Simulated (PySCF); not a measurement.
C2H8OTi, SMILES [TiH3][O]CC, multiplicity 1.

Coordinates come from a PBE-D3(BJ)/def2-SVP optimisation. The spin state was assumed, not searched. The structure was generated by enumeration; whether it is a known compound was not checked. The values are those of a single conformer.

Two levels are set side by side: PBE/def2-TZVP (PySCF) and ωB97X/def2-TZVP (PySCF). Same geometry, gas phase. Differences are taken from unrounded values.

| quantity | ωB97X |
|---|---|
| orbital gap (eV) | 10.82 |
| highest occupied level (eV) | -10.73 |
| lowest empty level (eV) | 0.08 |
| dipole moment (D) | 2.46 |
| mean polarisability (bohr³) | 73.5 |

Question: What does PBE give, and how far is it from ωB97X? (Estimate from the structure and the level; the computed values follow.)

Answer: 
```csv
quantity,PBE,PBE minus ωB97X
orbital gap (eV),3.42,-7.40
highest occupied level (eV),-6.64,4.09
lowest empty level (eV),-3.22,-3.31
dipole moment (D),2.81,0.35
mean polarisability (bohr³),77.2,3.7
```

PBE's occupied levels lie high since its potential decays too fast outside the molecule; exact exchange lowers them and widens the gap. PBE's more diffuse valence density responds more strongly to a field. Differences between two approximate levels are no errors against the true value.

Rough cost on one machine, each run with all the roots and properties that it gave: ωB97X against PBE within a factor of 2.
